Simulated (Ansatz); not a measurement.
One change: `F[Si](F)([SiH3])[SiH3]` becomes `O[Si](F)(F)[SiH3]`.

Ansatz, PBE0-D4/def2-TZVP geometries, multiplicity 1. Each molecule was computed in one conformer, which needn't be the lowest.

```json
{"property": "HOMO energy (PBE0/def2-TZVPP) / eV", "`F[Si](F)([SiH3])[SiH3]`": "-7.87"}
{"property": "HOMO energy (PBE/def2-TZVPP) / eV", "`F[Si](F)([SiH3])[SiH3]`": "-6.73"}
{"property": "HOMO–LUMO gap (PBE/def2-TZVPP) / eV", "`F[Si](F)([SiH3])[SiH3]`": "4.96"}
{"property": "LUMO energy (PBE/def2-TZVPP) / eV", "`F[Si](F)([SiH3])[SiH3]`": "-1.76"}
{"property": "LUMO energy (PBE0/def2-TZVPP) / eV", "`F[Si](F)([SiH3])[SiH3]`": "-0.96"}
{"property": "HOMO energy (ωB97M-V/def2-TZVPP) / eV", "`F[Si](F)([SiH3])[SiH3]`": "-9.81"}
```

Question: What does the change do to each property? (An estimate is asked.)

Answer: Computed: 
```json
{"property": "HOMO energy (PBE0/def2-TZVPP) / eV", "`O[Si](F)(F)[SiH3]`": "-9.04", "shift": "-1.17"}
{"property": "HOMO energy (PBE/def2-TZVPP) / eV", "`O[Si](F)(F)[SiH3]`": "-7.76", "shift": "-1.03"}
{"property": "HOMO–LUMO gap (PBE/def2-TZVPP) / eV", "`O[Si](F)(F)[SiH3]`": "6.87", "shift": "1.91"}
{"property": "LUMO energy (PBE/def2-TZVPP) / eV", "`O[Si](F)(F)[SiH3]`": "-0.89", "shift": "0.87"}
{"property": "LUMO energy (PBE0/def2-TZVPP) / eV", "`O[Si](F)(F)[SiH3]`": "-0.01", "shift": "0.95"}
{"property": "HOMO energy (ωB97M-V/def2-TZVPP) / eV", "`O[Si](F)(F)[SiH3]`": "-11.13", "shift": "-1.32"}
```

With PBE0 the HOMO falls by 1.17 eV and the LUMO rises by 0.95 eV, so the gap widens by about 2.12 eV. PBE moves the HOMO by -1.03 eV and ωB97M-V by -1.32 eV. The zero-point energy changes by -27.5 kJ/mol with -6 modes.

Positive LUMOs are unbound, so they and the gaps depend on the basis.
